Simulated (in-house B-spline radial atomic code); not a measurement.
Configurations of Sn+, with energies counted from [Kr] 4d10 5s2 5p1. Method: scalar-relativistic (X2C) PBE0, spin-polarised, spherical fractional occupations, exact exchange averaged over the configuration, Fermi nucleus of rms radius 4.6519 fm. Calculated with a radial B-spline atomic code at the basis-set limit. Shells without spins written out take the highest spin.

Occupations are held fixed; configurations that lie above the ionisation limit could autoionise.

| configuration | E - E(ref) (eV) | highest orbital | its <r> (bohr) |
| --- | --- | --- | --- |
| [Kr] 4d10 5s2 5d1 | 7.6887 | 5d up | 4.977 |
| [Kr] 4d10 5s2 6p1 | 8.2422 | 6p up | 6.797 |
| [Kr] 4d9 5s2 5p1 6f1 | 39.49 | 6f up | 20.5 |
| [Ar] 3d10 4s2 4p5 4d10 5s2 5p2 | 91.949 | 5p up | 2.68 |
| [Ar] 3d10 4s2 4p5 4d10 5s2 5p1 6f1 | 106.56 | 6f up | 20.49 |

(1) Order these further configurations by energy, lowest first.
A. [Ar] 3d9 4s2 4p6 4d10 4f1 5s2 5p1
B. [Ar] 3d9 4s2 4p6 4d10 5s2 5p1 6d1
C. [Ar] 3d9 4s2 4p6 4d10 5s2 5p1 5d1
D. [Kr] 4d9 5s2 5p2
E. [Kr] 4d9 5s2 5p1 6s1

(2) How far above the reference does [Kr] 4d10 5s2 5f1 lie?

Results:

(1) D (24.924 eV), E (33.212 eV), C (495.75 eV), B (499.05 eV), A (499.33 eV).

(2) 11.747 eV; its least bound orbital is 5f up with <r> = 14.3 bohr.
